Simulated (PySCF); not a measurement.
A species of formula C8H12Si has this rotational fingerprint, computed with PBE0/pcSseg-1 in PySCF (dipole) on a GFN2-xTB geometry, gas phase:

```
Rotational constants : A = 1464, B = 968.6, C = 830.7 MHz
Dipole components    : |μa| = 0.68 D, |μb| = 0.63 D, |μc| = 0.03 D
Inertial defect      : -258.63 u·Å²
κ                    : -0.56
```

Question: Which candidate fits, each taken in the one conformer that was computed?
A. `[CH:1]#[C:2][C@:3]([CH3:4])([C:5]#[C:6][CH3:7])[SiH2:8][CH3:9]` with C2–C3–Si8–C9 59°
B. `[SiH2]1CC2CC=CC=2[C@@H]1C`
C. `[CH3:1][c:2]1[cH:3][cH:4][c:5]([CH2:6][SiH3:7])[cH:8][cH:9]1` with C4–C5–C6–Si7 -89°

Answer: A. It is C#C[C@](C)(C#CC)[SiH2]C, an asymmetric top, point group C1. The candidates at the same level (rigid rotor, commonest isotopes):

```json
{"SMILES": "Cc1ccc(C[SiH3])cc1", "A (MHz)": "3644", "B (MHz)": "694.2", "C (MHz)": "652.6", "μa (D)": "0.31", "μb (D)": "0.00", "μc (D)": "0.17", "Δ (u·Å²)": "-92.32", "point group": "Cs", "rotor": "near-prolate asymmetric top"}
{"SMILES": "C[C@@H]1[SiH2]CC2=C1C=CC2", "A (MHz)": "2317", "B (MHz)": "1247", "C (MHz)": "873.5", "μa (D)": "0.28", "μb (D)": "0.36", "μc (D)": "0.15", "Δ (u·Å²)": "-44.79", "point group": "C1", "rotor": "asymmetric top"}
{"SMILES": "C#C[C@](C)(C#CC)[SiH2]C", "A (MHz)": "1464", "B (MHz)": "968.6", "C (MHz)": "830.7", "μa (D)": "0.68", "μb (D)": "0.63", "μc (D)": "0.03", "Δ (u·Å²)": "-258.63", "point group": "C1", "rotor": "asymmetric top"}
```

`C[C@@H]1[SiH2]CC2=C1C=CC2` has A 58 % too high; `Cc1ccc(C[SiH3])cc1` has A 149 % too high. No structure here is proved a minimum.
